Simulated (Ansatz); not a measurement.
Species: WO$_{3}$, net charge -1, doublet state. The spin state was set by rule; other spins were not relaxed. 
Structure (B3LYP-D3(BJ)/def2-TZVP (Ansatz, an electronic-structure program) minimum search):
```
W
O 1 1.7638
O 1 1.7638 2 115.89
O 1 1.7638 2 115.89 3 140.81
```
Charge -1, spin multiplicity 2.

Basis-set convergence of Hartree-Fock and CCSD(T) correlation energies (hartree) with Ansatz. Correlated levels leave the core frozen unless marked. Open shells are spin-unrestricted. No spin-orbit coupling. Frozen are the shells of the preceding noble gas and the d and f shells that filled before the atom's block. Past Kr the def2 sets carry scalar-relativistic core potentials. This anion needs diffuse functions, which these sets lack.

```
basis       functions       E(HF)  E(corr, CCSD(T))
----------  ---------  ----------  ----------------
def2-SVP           74  -290.89613          -0.79399
def2-TZVPP        149           ?                 ?
```

Problem. Some entries are withheld; supply them.

Solution. 
- def2-TZVPP, E(HF): -291.22726
- def2-TZVPP, E(corr, CCSD(T)): -0.97967
